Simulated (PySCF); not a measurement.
## Electron correlation in Tl (thallium, neutral)

[Xe] 4f14 5d10 6s1 6p1 6d1, one real determinant (an excited configuration). Calculation: PySCF 2.14, in aug-cc-pwCVDZ-PP with ECP60MDF (6s5p4d1f, 48 functions); a scalar-relativistic core potential. Frozen: 5s2 5p6 5d10; 3 electrons correlated.

| level | correlation energy (mhartree) |
| --- | --- |
| CCSD | -10.09 |
| (T) | -1.67 |
| CCSD(T) | -11.76 |

Diagnostics: T1 = 0.018, D1 = 0.0327, largest double amplitude 0.464.

The real determinant used has ⟨L²⟩ near 8 against 12 for a pure F term, so it mixes terms. Spin-orbit coupling, absent here, splits the open shell strongly. The outer electron is Rydberg-like, and this basis confines it to a smaller radius and binds it less than a complete one would. A double-excitation amplitude exceeds 0.15, a sign of near-degeneracy.

Cost of the coupled-cluster step: about 1.1 core-seconds, for 3 correlated electrons.

The reference is one real determinant that mixes LS terms of this configuration.
